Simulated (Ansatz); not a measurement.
The H–H spacing of H4 chain is stretched (multiplicity 1).
Geometry at rest (charge 0, multiplicity 1):
| atom | x (Å) | y (Å) | z (Å) |
|---|---|---|---|
| H | 0.0000 | 0.0000 | 0.0000 |
| H | 0.0000 | 0.0000 | 0.9000 |
| H | 0.0000 | 0.0000 | 1.8000 |
| H | 0.0000 | 0.0000 | 2.7000 |

Codes used: Ansatz (an electronic-structure program) with Gaussian orbitals. Each number belongs to the level named beside it.

Natural occupations of CASSCF(4,4)/cc-pVTZ:

| R (Å) | occupations |
|---|---|
| 0.900 | 1.975 1.942 0.064 0.018 |
| 1.800 | 1.735 1.574 0.436 0.255 |
| 3.600 | 1.072 1.044 0.956 0.927 |

Question: Count the electrons that have left the 2 most occupied orbitals, and the effectively unpaired electrons Σ min(n, 2 − n).

Answer: 
- R = 0.900 Å: 0.08 electrons in the weakly occupied orbitals, 0.16 unpaired
- R = 1.800 Å: 0.69 electrons in the weakly occupied orbitals, 1.38 unpaired
- R = 3.600 Å: 1.88 electrons in the weakly occupied orbitals, 3.77 unpaired
Each bonding pair that breaks into one electron on either fragment adds two; pairs that stay whole add only the little that their own correlation moves into empty orbitals.
